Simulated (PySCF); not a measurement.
This PySCF input asks for the NMR shieldings of `CC#CCC#[N+][BH2-]C(F)F`, C₆H₈BF₂N; the geometry comes from GFN2-xTB.

```python
import basis_set_exchange as bse
import numpy as np
from pyscf import gto, dft
from pyscf.prop import nmr

atoms = """
C     3.306164    1.056228    0.661135
C     2.366586   -0.037909    0.643679
C     1.603185   -0.961245    0.638859
C     0.618264   -2.037472    0.599604
C    -0.623723   -1.472452    0.152798
N    -1.583804   -0.954195   -0.206713
B    -2.733021   -0.209845   -0.731175
C    -2.231566    1.362419   -0.737843
F    -1.010889    1.524764   -1.356004
F    -3.091378    2.164892   -1.429090
H     4.195834    0.794970    0.089874
H     3.593501    1.287743    1.686042
H     2.841711    1.933563    0.212979
H     0.939284   -2.819696   -0.097364
H     0.491201   -2.478506    1.594751
H    -2.930485   -0.607081   -1.830520
H    -3.641452   -0.358134    0.017334
H    -2.118172    1.818272    0.260002
"""
names = dict.fromkeys(["C", "N", "B", "F", "H"], "pcSseg-1")
basis = {el: gto.basis.parse(bse.get_basis(n, elements=[el], fmt="nwchem")) for el, n in names.items()}
mol = gto.M(atom=atoms, basis=basis, charge=0, verbose=0)
mf = dft.RKS(mol, xc="PBE0")
mf.grids.level = 2
mf.grids.alignment = dft.numint.BLKSIZE   # the property module wants whole blocks of grid points
mf.conv_tol = 1e-9
mf.kernel()

calc = nmr.RKS(mf)   # GIAO
C = mf.mo_coeff
Co = C[:, mf.mo_occ > 0]
resp = mf.gen_response(singlet=True, hermi=2)
def vind(x):   # induced exchange potential for any number of trial vectors
    d = np.einsum("pi,xij,qj->xpq", C, 2 * x.reshape(-1, C.shape[1], Co.shape[1]), Co, optimize=True)
    return np.einsum("xpq,pi,qj->xij", resp(d - d.transpose(0, 2, 1)), C, Co, optimize=True).ravel()
mo1, _ = nmr.rhf.solve_mo1(calc, with_cphf=vind)
sigma = calc.kernel(mo1)
for i, s in enumerate(sigma):   # ppm
    w = np.linalg.eigvalsh((s + s.T) / 2)
    print("%2d %-2s iso %8.1f  s11 %8.1f  s22 %8.1f  s33 %8.1f" % (i, mol.atom_pure_symbol(i), w.mean(), *w))
```

**Question.** What does it print?

**Answer.** 
```
 0 C  iso    182.6  s11    174.7  s22    174.8  s33    198.1
 1 C  iso     93.4  s11      4.4  s22      8.9  s33    266.8
 2 C  iso    118.9  s11     40.0  s22     41.0  s33    275.8
 3 C  iso    176.2  s11    164.9  s22    176.9  s33    186.9
 4 C  iso     69.6  s11    -22.7  s22    -18.6  s33    250.1
 5 N  iso     39.9  s11   -107.3  s22    -84.8  s33    311.7
 6 B  iso    134.7  s11    124.9  s22    131.7  s33    147.5
 7 C  iso     54.4  s11     30.4  s22     63.7  s33     69.2
 8 F  iso    321.8  s11    207.6  s22    337.7  s33    420.0
 9 F  iso    313.3  s11    194.7  s22    320.4  s33    424.7
10 H  iso     29.7  s11     24.6  s22     27.6  s33     36.8
11 H  iso     29.7  s11     24.6  s22     27.6  s33     36.8
12 H  iso     29.4  s11     24.0  s22     28.5  s33     35.8
13 H  iso     28.0  s11     22.9  s22     26.6  s33     34.7
14 H  iso     28.1  s11     22.8  s22     26.6  s33     34.9
15 H  iso     29.5  s11     26.4  s22     29.5  s33     32.6
16 H  iso     29.8  s11     26.4  s22     29.8  s33     33.1
17 H  iso     25.3  s11     23.0  s22     25.4  s33     27.5
```

These numbers come from an equivalent density-fitted implementation of the same equations, which agrees with the script to about 0.01 ppm for H and up to a few tenths of a ppm for heavy atoms, so last digits may differ.

Size and cost of the density-fitted run: 210 basis functions, 72 s wall time on 1 thread of an Arm Neoverse N1, shared host; peak memory 0.93 GiB.
